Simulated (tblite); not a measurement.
Compound: C₃H₁₀OSi₄.
Z-matrix (Å and degrees, GFN2-xTB geometry), rows numbered from 1:
```
C 
C   1  1.3381
C   2  1.4468  1  119.80
O   3  1.2156  2  123.52  1  -179.83
Si  2  1.8920  1  128.46  3  -179.89
Si  5  2.3677  2  107.12  1  -132.29
Si  6  2.3572  5   89.45  2  -103.16
Si  7  2.3575  6   90.62  5    -4.69
H   1  1.0814  2  122.35  3    -0.09
H   1  1.0771  2  121.33  3  -179.95
H   3  1.1078  2  116.46  1     0.21
H   5  1.4769  2  102.19  1    -0.06
H   6  1.4691  5  116.05  2    20.05
H   6  1.4747  5  114.06  2   138.62
H   7  1.4639  6  117.98  5   117.83
H   7  1.4773  6  114.27  5  -121.81
H   8  1.4743  5  114.11  2  -138.46
H   8  1.4691  5  116.01  2   -19.89
```

All values are computed: GFN2-xTB (tblite) harmonic vibrations without scaling, gas phase. This tight-binding method is rough: wavenumbers can miss measured ones by several per cent, in bad cases by 10 to 20. Modes of hydrogen on silicon can be 10 to 20 % off. One conformer, not necessarily the lowest.

Harmonic wavenumbers (cm⁻¹): 47.1, 66.7, 81.8, 105.9, 139.0, 170.9, 246.2, 299.8, 321.5, 324.8, 342.7, 373.7, 375.8, 382.9, 389.0, 398.6, 423.8, 424.6, 459.7, 464.4, 532.7, 568.1, 576.5, 597.4, 609.4, 628.9, 676.8, 833.2, 838.2, 859.7, 893.5, 927.4, 949.8, 1233.7, 1346.1, 1411.4, 1599.6, 1680.2, 2100.3, 2107.2, 2126.5, 2133.9, 2177.2, 2181.1, 2228.0, 2754.8, 3047.0, 3113.2.

A = 1514, B = 791.7, C = 750.8 MHz; mass 173.981 u (most abundant isotopes); point group Cs, symmetry number 1.

Problem. What is the zero-point energy?

Solution. ½Σν̃ = 23285 cm⁻¹ = 66.58 kcal/mol.

Problem. Give the ideal-gas entropy at 200 K and 1 bar in the rigid-rotor, harmonic-oscillator model (classical rotation).

Solution. Translation 39.41, rotation 29.07, vibration 26.10: S = 94.6 cal/(mol K).

Problem. And Cp and H(200 K) − H(0)?

Solution. Cp = 39.59 cal/(mol K), of which vibrations give 31.64 (their classical limit is 48 R = 95.4); H(200 K) − H(0) = 4.56 kcal/mol without the zero-point energy, 2.97 from vibrations.

Problem. How do the functions run with temperature in this model?

Solution. 
```csv
T (K),S (cal/(mol K)),Cp (cal/(mol K)),H − H(0) (kcal/mol),G − H(0) (kcal/mol),ln q(vib)
50,61.3,14.5,0.53,-2.54,0.63
100,73.7,22.3,1.44,-5.93,2.14
298.15,112.8,51.9,9.09,-24.56,9.39
373.15,125.2,58.6,13.24,-33.49,12.21
500,143.6,67.1,21.24,-50.58,16.78
750,173.1,78.4,39.53,-90.33,24.86
1000,196.8,85.7,60.11,-136.66,31.87
```

q(vib) and H(0) count from the zero-point level.

Problem. What must be added to the electronic energy to get the Gibbs energy at 200 K and 1 bar?

Solution. ZPE + [H(200 K) − H(0)] − T·S = 66.58 + 4.56 − 18.92 = 52.22 kcal/mol.

Problem. Which modes carry the vibrational entropy at 200 K?

Solution. 47.1 cm⁻¹: 4.15; 66.7 cm⁻¹: 3.47; 81.8 cm⁻¹: 3.07; 105.9 cm⁻¹: 2.58; 139.0 cm⁻¹: 2.07; 170.9 cm⁻¹: 1.70 cal/(mol K); the other 42 give 9.08 together.

Hindered rotation and anharmonicity are outside this model. Other conformers, if any are populated, would add a mixing term that is left out.

The run took 2.6 s on one thread of an Intel Xeon at 2.70 GHz, on a shared host. This covers the Hessian and the dipole derivatives.
